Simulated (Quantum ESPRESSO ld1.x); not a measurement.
The numbers below are computed, except where a source is named.
Species: Sb III. Configuration: [Kr] 4d10 5s2 5p1. Level of theory: Dirac Kohn-Sham, PBE, spin-unpolarised, spherical densities, point nucleus; open shells fill j = l - 1/2 first (ld1.x of Quantum ESPRESSO 7.5).

Normalised radial functions P(r) = r R(r) (large component), r in bohr:

```
   r/bohr * 5p3/2 (the largest magnitude, 0.718, reaches the edge; | marks zero)
 0.001516                             *
 0.001751                             *
 0.002022                             *
 0.002316                             *
 0.002675                             *
 0.003089                             *
 0.003568                             *
  0.00412                             *
 0.004758                             *
 0.005496                             *
 0.006347                             *
  0.00733                             *
 0.008465                             *
 0.009698                             |*
   0.0112                             |*
  0.01293                             |*
  0.01494                             |*
  0.01725                             | *
  0.01992                             | *
  0.02301                             | *
  0.02657                             |  *
  0.03069                             |  *
  0.03544                             |   *
  0.04093                             |   *
   0.0469                             |    *
  0.05416                             |    *
  0.06255                             |    *
  0.07224                             |    *
  0.08342                             |    *
  0.09634                             |   *
   0.1113                             | *
   0.1285                             *
   0.1484                          *  |
   0.1714                        *    |
   0.1964                      *      |
   0.2268                     *       |
   0.2619                     *       |
   0.3025                       *     |
   0.3493                          *  |
   0.4034                             |*
   0.4659                             |     *
    0.538                             |         *
   0.6214                             |           *
   0.7176                             |           *
   0.8288                             |         *
   0.9495                             |    *
    1.097                           * |
    1.266                   *         |
    1.463            *                |
    1.689      *                      |
    1.951   *                         |
    2.253  *                          |
    2.602    *                        |
    3.005       *                     |
     3.47            *                |
    3.976                 *           |
    4.591                     *       |
    5.302                         *   |
    6.124                           * |
    7.072                            *|
    8.168                             *
```

5p3/2 (empty): eigenvalue -19.714 eV, 3 radial nodes at r = 0.127, 0.387, 1.05 bohr, <r> = 2.53 bohr, 90 % of the charge inside 3.70 bohr.
